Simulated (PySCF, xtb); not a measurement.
CH11NOSi3, SMILES O(C)[SiH2][SiH2]N[SiH3].

GFN2-xTB (xtb) at its own geometry gives an orbital gap of 4.31 eV and a dipole moment of 1.53 D.

Geometry: PBE0-D3(BJ)/def2-SVP. This is a generated structure with no PubChem entry under its InChIKey; it may be hypothetical. The values are those of a single conformer.

Question: What does PBE/def2-TZVP run with PySCF give? (An estimate is asked for; the answer gives what the named calculation found.)

Answer: gap 4.49 eV (levels -5.99 and -1.50 eV), dipole 1.31 D.
